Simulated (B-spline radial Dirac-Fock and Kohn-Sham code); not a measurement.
## Atomic SCF run for Pr

ΔSCF core binding energies without Breit or QED terms, calculated with a radial finite-basis atomic code. Keys: rel is the Hamiltonian (dirac, or spin-free x2c and nr, where L3 and M5 stand for the whole 2p and 3d shells), method is hf or an exchange,correlation pair (spin-unpolarised, also for the hole states), nuc the nuclear model, radius_factor scales its radius, rmax is the box in bohr, h the logarithmic mesh step, order the B-spline order, points the quadrature points per cell, c_factor scales the speed of light, and damp, ndamp, maxit and tol steer the iteration. The run stops when the commutator error falls below 10·tol·max(1, Z/10), or the numerical noise floor, and the energy has settled to about 1e-8 Ha; the virial ratio is −V/T.

Input (task.json):

```json
{"items": [{"Z": 59, "q": 0, "cfg": [[1, 0, 2], [2, 0, 2], [2, 1, 6], [3, 0, 2], [3, 1, 6], [3, 2, 10], [4, 0, 2], [4, 1, 6], [4, 2, 10], [4, 3, 3], [5, 0, 2], [5, 1, 6], [6, 0, 2]], "A": 141, "rrms": 4.8919, "do": "settings", "holes": ["K", "L3", "M5"],
  "settings": [{"rel": "dirac", "method": "hf", "nuc": "fermi", "radius_factor": 1.0, "rmax": 45.0, "h": 2.0, "order": 8, "points": 10, "c_factor": 1.0, "maxit": 99, "damp": 0.5, "ndamp": 3, "tol": 1e-08}]}]}
```

Command: `python xray2_run.py task.json out`

Ground-state iterations:

```
iter   energy (Ha)        error
   1    -7741.12681143  1.08e+01
   2    -7876.10732138  2.80e+00
   3    -7890.09089881  9.17e-01
   4    -7891.42420036  2.80e-01
   5    -7891.63672907  1.17e-01
   6    -7891.65523087  9.27e-03
   7    -7891.65665481  2.91e-03
   8    -7891.65684670  2.65e-04
   9    -7891.65684966  3.75e-05
  10    -7891.65684974  5.14e-06
  11    -7891.65684974  3.41e-07
```

The ground state converged in 11 iterations, with total energy -7891.65685 Ha, virial ratio 2.33378 and highest orbital energy -4.17 eV. ΔSCF binding energies: K (1s) 42403.5 eV, L3 (2p3/2) 5850.6 eV, M5 (3d5/2) 1298.4 eV.

Question: One setting is unsound. Which, and why?

Answer: h is too large to resolve the orbitals. With the default settings (Dirac Hartree-Fock): The ground state converged in 13 iterations, with total energy -9238.15132 Ha, virial ratio 1.92982 and highest orbital energy -4.67 eV. ΔSCF binding energies: K (1s) 42155.9 eV, L3 (2p3/2) 5979.3 eV, M5 (3d5/2) 934.0 eV.
